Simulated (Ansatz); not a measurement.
`[SiH3]/C=[CH]\[GaH2]` + H₂ → `C=[CH][GaH2]` + SiH₄ at 298.15 K and 1 bar (hydrogenolysis of a C–Si bond).

Calculated with Ansatz (gas phase, PBE0-D4/def2-TZVP geometries, no zero-point term in ΔE). CCSD(T)/CBS adds triple-zeta CCSD(T) − MP2 to the extrapolated MP2 energy (def2 sets, frozen cores). This one scheme is used for every species. For Ga outer-core shells are correlated without core-valence functions, which leaves a few kJ/mol of doubt a bond. Scalar relativity is left out up to krypton.

```
               species  CCSD(T)/CBS energy (Eh)  H − E (kJ/mol)  S (J/(mol·K))
`[SiH3]/C=[CH]\[GaH2]`              -2293.28490           205.1          338.6
                    H₂                 -1.17544            35.1          130.4
        `C=[CH][GaH2]`              -2003.00582           159.8          297.4
                  SiH₄               -291.46306            92.1          204.8
```

H − E and S are ideal-gas, rigid-rotor, harmonic terms from PBE0-D4/def2-TZVP. The MP2-based limit puts H₂ 0.8 mEh under its directly extrapolated value; such offsets cancel only in part. 1 Eh = 2625.50 kJ/mol, R = 8.31446 J/(mol·K).

By hand: ΔE, ΔH, ΔS and ΔG.

ΔE = (-2003.00582) + (-291.46306) − (-2293.28490) − (-1.17544) = -0.00854 Eh = -22.4 kJ/mol. Δ(H − E) = 159.8 + 92.1 − 205.1 − 35.1 = 11.7, so ΔH = -10.7 kJ/mol. ΔS = 297.4 + 204.8 − 338.6 − 130.4 = 33.2 J/(mol·K). ΔG = -10.7 − 298.15 × (33.2)/1000 = -20.6 kJ/mol.

By hand: the equilibrium constant, and the temperature at which ΔG would vanish if ΔH and ΔS stayed fixed.

log₁₀ K = −ΔG/(RT ln 10) = 3.6. ΔH and −TΔS have one sign here, so there is no such temperature.

TΔS isn't small against ΔH here. A doubt of 5 kJ/mol in ΔE shifts log₁₀ K by 0.9 here. These are equilibria of isolated gas molecules and say nothing of rates. Largest T1 diagnostic: 0.013 (customary marks: 0.02 for closed shells, 0.045 for open ones).
